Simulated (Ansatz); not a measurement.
Be(H)2 cation (BeH2), SMILES [BeH2] (connectivity only; charge and spin as stated), charge +1, multiplicity 2. Atoms are numbered in the order given.

```xyz
3

Be     0.0000     0.0000     0.0000
H      0.0000     0.0000    -1.4740
H      0.0000     0.0000     1.4740
```
Charge +1, spin multiplicity 2.

Geometry: PBE0-D3(BJ)/def2-TZVPD. The spin state was assumed, not searched. The isomer is the one that the SMILES or the coordinates give; other isomers of the formula were not compared.

Two levels are set side by side: PBE-D3(BJ)/def2-TZVPD (Ansatz, an electronic-structure program) and PBE0-D3(BJ)/def2-TZVPD (Ansatz). Each level has its own optimised geometry; the coordinates shown are those of the second. Differences are taken from unrounded values.

```tsv
quantity	PBE0-D3(BJ)
mean bond length (Å)	1.474
bond Be1–H2 (Å)	1.474
bond Be1–H3 (Å)	1.474
```

Q: What does PBE-D3(BJ) give, and how far is it from PBE0-D3(BJ)? (The exact figures need the calculation; the answer reports its results.)

A: 
```csv
quantity,PBE-D3(BJ),PBE-D3(BJ) minus PBE0-D3(BJ)
mean bond length (Å),1.479,0.005
bond Be1–H2 (Å),1.479,0.005
bond Be1–H3 (Å),1.479,0.005
```

Exact exchange shortens and stiffens bonds; PBE has none. Differences between two approximate levels are no errors against the true value.
